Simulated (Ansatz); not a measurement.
V(NH)Cl3 (VNCl₃H): single points at one geometry.

```yaml
crystal:
  periodic: [false, false, false]
  atoms:
    - {symbol: V, position_ang: [-0.005484, -0.003342, -0.387282]}
    - {symbol: N, position_ang: [0.017027, 0.010629, 1.215861]}
    - {symbol: H, position_ang: [0.031757, 0.019412, 2.245070]}
    - {symbol: Cl, position_ang: [2.046603, -0.004244, -1.053516]}
    - {symbol: Cl, position_ang: [-1.049217, 1.773782, -1.025566]}
    - {symbol: Cl, position_ang: [-1.040686, -1.796247, -0.994556]}
basis:
  gaussian: {orbitals: def2-TZVP, initial_orbitals: start.molden}
hamiltonian: {xc: {name: wB97X-V}}
scf: {omitted_lower_state_checks: [starts]}
output: {orbitals: {seedname: orbitals}}
```

The file start.molden holds the orbitals of an earlier run on this structure, at another level or in another basis.

```sh
$ ansatz run in.yaml --threads 2 --pin off --events-out ev --progress --plain --max-ram 4352MiB
```

Output, abridged:

```
Functional definition: wB97X-V
1450 factors; their error is unknown
245 factors; integrals over basis functions are off by at most 1.4e-5 eV
mean field evaluation 1: about -64757.6837 eV, gradient 6.3e0 eV
mean field evaluation 2: about -64757.7614 eV, gradient 1.8e-1 eV
mean field evaluation 4: about -64757.8869 eV, gradient 1.4e-3 eV
mean field -64757.88688296 eV, -2379.8084484764 hartree, gradient 2.7e-5 eV, S^2 0.000000; 0 other end points of the search recorded, 0 dependent functions left out
reference -64757.88688097 eV, -2379.8084484034 hartree; 41, 41 occupied and 152, 152 virtual orbitals, 1450 factors
Total energy: -64757.88688097 eV, -2379.8084484034 hartree
Checks for a lower state left out: starts
```

Run time 14 s (2 threads of Arm Neoverse V2 on a shared host), peak host memory 0.75 GiB.

The first input with `hamiltonian: {xc: hse06, dispersion: d4}` (abridged; 4.9 s):

```
Functional definition: HSE06
mean field -64747.35342291 eV, -2379.4213509595 hartree, gradient 5.0e-5 eV, S^2 0.000000
Total energy: -64747.53804093 eV, -2379.4281355467 hartree
Checks for a lower state left out: starts
```

As the first input, with `hamiltonian: {xc: r2scan, dispersion: d4}`, `output: {forces: true, orbitals: {seedname: orbitals}}` (abridged; 8 s):

```
Functional definition: r2SCAN
mean field -64765.12707708 eV, -2380.0745207030 hartree, gradient 2.7e-5 eV, S^2 0.000000
Total energy: -64765.17921545 eV, -2380.0764367527 hartree
Atom 0 force    -0.002934    -0.000856    -0.108363 eV/Å
Atom 1 force     0.009871     0.005504     0.664034 eV/Å
Atom 2 force    -0.008864    -0.005099    -0.609231 eV/Å
Atom 3 force    -0.161665    -0.000210     0.019967 eV/Å
Atom 4 force     0.082139    -0.140210     0.018016 eV/Å
Atom 5 force     0.081453     0.140871     0.015576 eV/Å
Dipole moment:     0.006668     0.004008     0.467853 e Å
Checks for a lower state left out: starts
```

The first input with `gaussian: {orbitals: def2-TZVPD, initial_orbitals: start.molden}`, `hamiltonian: {xc: r2scan, dispersion: d4}` (abridged; 9.5 s):

```
Functional definition: r2SCAN
mean field -64765.18386783 eV, -2380.0766077245 hartree, gradient 1.6e-5 eV, S^2 0.000000
Total energy: -64765.23602532 eV, -2380.0785244767 hartree
Checks for a lower state left out: starts
```

As the first input, with `gaussian: {orbitals: def2-SVP, initial_orbitals: start.molden}`, `hamiltonian: {xc: pbe0, dispersion: d4}` (abridged; 2.5 s):

```
Functional definition: PBE0
mean field -64730.08242883 eV, -2378.7866536339 hartree, gradient 2.8e-5 eV, S^2 0.000000
Total energy: -64730.27698663 eV, -2378.7938035010 hartree
Checks for a lower state left out: starts
```

As the first input, with `hamiltonian: {xc: pbe}`, `correlation: {method: rpa}` and without the key `output` (abridged; 6.5 s):

```
Functional definition: PBE
mean field -64746.36970636 eV, -2379.3852000429 hartree, gradient 1.8e-6 eV, S^2 0.000000
21 core orbitals not correlated: weight in the atoms' cores, before any rotation towards them, 1.000 or more for the frozen orbitals, at most 0.000 for the correlated occupied ones
Total energy: -64718.78990189 eV, -2378.3716609231 hartree
Checks for a lower state left out: starts
```

As the first input, with `hamiltonian: {xc: {name: r2SCAN0}, dispersion: d4}` (abridged; 9.5 s):

```
Functional definition: r2SCAN0
mean field -64762.37243061 eV, -2379.9732893122 hartree, gradient 9.2e-6 eV, S^2 0.000000
Total energy: -64762.43676097 eV, -2379.9756534093 hartree
Checks for a lower state left out: starts
```

Geometry: PBE-D4/def2-SVP.

HSE06 is defined as in plane-wave codes, on full-range PBE exchange. Correlated methods freeze 21 core orbitals; core or outer-core shells of V are correlated, in sets that lack core-valence functions. The restricted singlet is unstable towards broken spin symmetry in Hartree–Fock (as tested in another run); at ωB97X-V/def2-TZVP, HSE06-D4/def2-TZVP, r2SCAN-D4/def2-TZVP, r2SCAN-D4/def2-TZVPD and others this wasn't settled.
